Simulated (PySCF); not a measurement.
Molfile (atoms numbered from 1):
```
C5H11NO2Si
     RDKit          3D

 20 20  0  0  0  0  0  0  0  0999 V2000
    2.8449    0.3360   -0.7730 C   0  0  0  0  0  0  0  0  0  0  0  0
    1.6589   -0.4918   -0.7819 N   0  0  0  0  0  0  0  0  0  0  0  0
    0.4472   -0.3758    0.4321 Si  0  0  1  0  0  4  0  0  0  0  0  0
   -0.3922    1.3306    0.2951 C   0  0  0  0  0  0  0  0  0  0  0  0
   -1.7954    1.1163   -0.2703 C   0  0  0  0  0  0  0  0  0  0  0  0
   -2.5598    0.2051    0.4987 O   0  0  0  0  0  0  0  0  0  0  0  0
   -2.1800   -1.0802    0.6305 C   0  0  0  0  0  0  0  0  0  0  0  0
   -2.8137   -1.7951    1.3615 O   0  0  0  0  0  0  0  0  0  0  0  0
   -0.9652   -1.5225   -0.1176 C   0  0  0  0  0  0  0  0  0  0  0  0
    2.5827    1.3194   -0.3927 H   0  0  0  0  0  0  0  0  0  0  0  0
    3.2321    0.4420   -1.7873 H   0  0  0  0  0  0  0  0  0  0  0  0
    3.6346   -0.0754   -0.1381 H   0  0  0  0  0  0  0  0  0  0  0  0
    1.8620   -1.4079   -1.1555 H   0  0  0  0  0  0  0  0  0  0  0  0
    0.8286   -0.6518    1.8266 H   0  0  0  0  0  0  0  0  0  0  0  0
   -0.4801    1.8128    1.2673 H   0  0  0  0  0  0  0  0  0  0  0  0
    0.1392    2.0170   -0.3613 H   0  0  0  0  0  0  0  0  0  0  0  0
   -1.7356    0.7746   -1.3104 H   0  0  0  0  0  0  0  0  0  0  0  0
   -2.3778    2.0417   -0.2448 H   0  0  0  0  0  0  0  0  0  0  0  0
   -0.8023   -2.5745    0.0977 H   0  0  0  0  0  0  0  0  0  0  0  0
   -1.1333   -1.4099   -1.1882 H   0  0  0  0  0  0  0  0  0  0  0  0
  1  2  1  0
  2  3  1  0
  3  4  1  0
  4  5  1  0
  5  6  1  0
  6  7  1  0
  7  8  2  0
  7  9  1  0
  9  3  1  0
  1 10  1  0
  1 11  1  0
  1 12  1  0
  2 13  1  0
  3 14  1  1
  4 15  1  0
  4 16  1  0
  5 17  1  0
  5 18  1  0
  9 19  1  0
  9 20  1  0
M  END
```

PySCF calculation with NMR shieldings at PBE0/pcSseg-1/GIAO and geometry from GFN2-xTB; a single conformation, no solvent, averaged over atoms made equivalent by symmetry, fast rotation or ring inversion, non-relativistic Hamiltonian.

δ = σ(ref) − σ, references computed at the same level: 13C and 1H and 29Si vs TMS; 15N against NH3; 17O against H2O.

```tsv
atoms	nucleus	count	Hirshfeld charge	δ (ppm)
C1	13C	1	-0.07	?
C7	13C	1	0.20	174.0
H16	1H	1	0.05	0.76
H15	1H	1	0.04	1.17
Si3	29Si	1	0.40	?
N2	15N	1	-0.24	22.6
C9	13C	1	-0.17	?
O8	17O	1	-0.28	476.0
H19	1H	1	0.05	?
H18	1H	1	0.05	4.68
C4	13C	1	-0.17	15.7
H10/H11/H12	1H	3	0.04	2.77
O6	17O	1	-0.11	224.2
H17	1H	1	0.04	?
H13	1H	1	0.12	?
C5	13C	1	0.01	66.3
H20	1H	1	0.05	2.05
H14	1H	1	-0.08	5.09
```

Problem. Estimate the values marked ?.

Solution. 
- C1: 31.3 ppm, methyl carbon bonded to N; pulled downfield by the heteroatom
- C9: 22.5 ppm, sp3 CH2 bonded to Si, α to a carbonyl; α to the electron-withdrawing carbonyl group
- H17: 4.18 ppm, hydrogen on an sp3 CH2 bonded to O; its carbon carries O, which withdraws density
- H19: 2.11 ppm, hydrogen on an sp3 CH2 bonded to Si, α to a carbonyl; α to C=O
- H13: 0.04 ppm, hydrogen on a nitrogen bonded to C, Si; exchangeable, gas-phase position
- Si3: -15.6 ppm, silicon bonded to 2 C, N, H, in a 6-membered ring

Exchangeable OH/NH protons stand at their gas-phase positions; hydrogen bonding in a real sample shifts them, mostly to higher δ. Shifts are as computed. Against solution values, carbons near 30 ppm lie about +3 ppm off and those near 130 ppm about +5 ppm. Of 1211 compounds with measured shifts, 218 miss one by over three times the rms of a fit or turn the order of signals round; such compounds aren't used in these exercises. Unscaled 17O shifts of doubly bonded oxygen tend to come out too high, by tens of ppm or more. Experimental scales use liquid or dissolved standards, which lie at an offset from isolated NH3 (liquid NH3: subtract about 20 ppm) and H2O (liquid H2O: subtract about 36 ppm).
